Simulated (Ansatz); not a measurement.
Consider the ligand exchange at the Al–I bond: `F[CH2][AlH][I]` + H–F → `F[CH2][AlH][F]` + HI.

Gas-phase electronic energies from Ansatz, PBE0-D4/def2-TZVP geometries. CCSD(T)/CBS adds triple-zeta CCSD(T) − MP2 to the extrapolated MP2 energy (def2 sets, frozen cores). This one scheme is used for every species. DFT in def2-TZVPP. def2 core potentials past Kr. For I outer-core shells are correlated without core-valence functions, which leaves a few kJ/mol of doubt a bond. One conformer a species, not always the lowest.

`F[CH2][AlH][I]`:

```xyz
7

F     0.879    1.657   -0.111
C     0.329    0.536   -0.722
Al   -0.437   -0.758    0.562
I    -0.327   -0.283    2.976
H     1.111    0.061   -1.330
H    -0.437    0.877   -1.432
H    -1.118   -2.091    0.056
```

H–F:

Cartesian coordinates in Å:
```
F -0.307 -0.046 -0.339
H 0.307 0.046 0.339
```

`F[CH2][AlH][F]`:

Cartesian coordinates in Å:
```
F 0.176 -1.816 0.513
C -0.070 -0.467 0.759
Al 0.063 0.646 -0.866
F 0.431 -0.060 -2.307
H -1.065 -0.382 1.216
H 0.638 -0.128 1.528
H -0.172 2.207 -0.843
```

HI:

Cartesian coordinates in Å:
```
I 0.642 -0.467 0.133
H -0.642 0.467 -0.133
```

Question: Is it downhill or uphill in electronic energy at CCSD(T)/CBS, and by how much? (Estimate.)

Answer: Ansatz gave: Downhill: ΔE = -24.2 kJ/mol.

Question: What do these levels give: r2SCAN0-D4, BHLYP-D4, ωB97X-V, r2SCANh, r2SCAN0, BHLYP, CAM-B3LYP, LC-ωPBE, MP2/def2-SVP, CCSD(T)/def2-TZVPP, HF/CBS(def2), MP2/CBS(def2)? (An estimate is asked.)

Answer: Ansatz gave: r2SCAN0-D4 -24.5, BHLYP-D4 -30.8, ωB97X-V -33.1, r2SCANh -28.9, r2SCAN0 -25.8, BHLYP -38.6, CAM-B3LYP -45.9, LC-ωPBE -33.0, MP2/def2-SVP -37.3, CCSD(T)/def2-TZVPP -30.6, HF/CBS(def2) -37.3, MP2/CBS(def2) -17.1 kJ/mol.

Largest T1 diagnostic among the species: 0.012.

From r2SCAN to r2SCAN0 (25 % exact exchange), in def2-TZVPP and without D4, ΔE moves by +5.4 kJ/mol. The D4 term adds +6.3 kJ/mol with B3LYP and +3.5 kJ/mol with PBE0; it sums over pairs of atoms, weighted by their polarisabilities, and B3LYP, whose exchange is more repulsive, gets the larger term. Leaving LDA and LC-ωPBE aside and taking each functional with its dispersion term where it has one, the values, not all of them listed here, spread over 23.7 kJ/mol, from B97M-V to HSE06-D4.

B3LYP here is the variant with VWN-RPA as its local correlation; programs differ in this.
